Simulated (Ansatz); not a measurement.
`[NH2][GeH2][S][GeH2][NH2]`. The species carries charge 0 and has multiplicity 1. Geometry: relaxed with PBE0-D4/def2-TZVP. It is one conformer, not always the lowest.

```xyz
13

N     1.139   -0.745   -1.082
Ge    1.765    0.039    0.474
S     0.160   -0.093    1.983
Ge   -1.458    0.829    0.720
N    -2.085   -0.241   -0.622
H     1.669   -0.480   -1.902
H     1.106   -1.755   -1.036
H     2.991   -0.663    1.093
H     2.081    1.494    0.090
H    -0.865    2.090    0.072
H    -2.603    1.131    1.695
H    -1.310   -0.556   -1.198
H    -2.589   -1.051   -0.287
```

Problem. What is the dipole moment at B3LYP/def2-TZVPP? (Estimate.)

Solution. Ansatz gave: 2.31 D, with components (1.35, -1.14, -1.49) D in this frame, pointing from negative to positive charge.

Problem. And with PBE, r2SCAN, ωB97M-V? (An estimate is asked.)

Solution. Computed: PBE 2.32 D, r2SCAN 2.36 D, ωB97M-V 2.32 D.

Problem. Give the Mulliken charges with B3LYP, r2SCAN, PBE in def2-TZVPP. (Estimate.)

Solution. Ansatz gave: 
```tsv
atom	B3LYP	r2SCAN	PBE
N1	-0.42	-0.46	-0.40
Ge2	0.34	0.37	0.29
S3	-0.41	-0.44	-0.39
Ge4	0.35	0.37	0.30
N5	-0.37	-0.40	-0.36
H6	0.13	0.15	0.15
H7	0.13	0.15	0.15
H8	-0.01	-0.01	-0.01
H9	0.00	0.00	0.00
H10	0.00	0.00	0.00
H11	0.00	0.00	0.00
H12	0.13	0.14	0.14
H13	0.12	0.14	0.13
```

B3LYP here is the variant with VWN-RPA as its local correlation; programs differ in this.
